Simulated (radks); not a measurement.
Results of a calculation; reference values are marked as such.
Species: Sn6+. Configuration: [Kr] 4d8.

Level of theory: scalar-relativistic Kohn-Sham, PBE, spin-unpolarised, spherical densities, point nucleus (a radial shooting solver on a logarithmic mesh with Libxc functionals).

Energy parts (hartree):
| part | energy |
|---|---|
| total | -6167.41165 |
| kinetic | 6439.90807 |
| electron-nucleus | -14774.62577 |
| Hartree | 2329.28163 |
| exchange-correlation | -161.97558 |

Orbitals (lengths in bohr, moments of r in powers of bohr):
| orbital | occ. | eigenvalue (hartree) | <r^4> | <r^2> | <1/r> |
|---|---|---|---|---|---|
| 1s | 2 | -1069.509 | 3.406e-06 | 0.001143 | 53.09 |
| 2s | 2 | -164.2179 | 0.0005923 | 0.01857 | 12.12 |
| 2p | 6 | -147.7498 | 0.0004261 | 0.01466 | 11.65 |
| 3s | 2 | -34.27491 | 0.02639 | 0.1315 | 4.304 |
| 3p | 6 | -28.89355 | 0.02791 | 0.1322 | 4.098 |
| 3d | 10 | -20.61578 | 0.02534 | 0.1172 | 3.868 |
| 4s | 2 | -8.01146 | 0.7972 | 0.7370 | 1.717 |
| 4p | 6 | -6.35662 | 1.100 | 0.8531 | 1.572 |
| 4d | 8 | -3.91511 | 2.274 | 1.177 | 1.309 |
| 5s | 0 | -2.71664 | 19.60 | 3.747 | 0.7197 |
| 5p | 0 | -2.26168 | 29.91 | 4.620 | 0.6446 |

The highest occupied level is 4d at -106.54 eV. For comparison, the ionisation energy in NIST's Atomic Spectra Database is 113 eV (theoretical). In exact Kohn-Sham theory the highest level is minus the ionisation energy, but local and semilocal functionals leave it too shallow, through self-interaction and a potential that decays too fast; potentials with the right tail come closer. The density falls to 0.001 e/bohr^3 at r = 2.52 bohr. Summed over all electrons, <r^2> = 18.36 bohr^2, which gives a Langevin (diamagnetic) susceptibility term of -14.5 x 10^-6 cm^3/mol.

Beside tabulated values, note that spin-unpolarised runs miss the spin-polarisation part of the exchange energy of open shells.
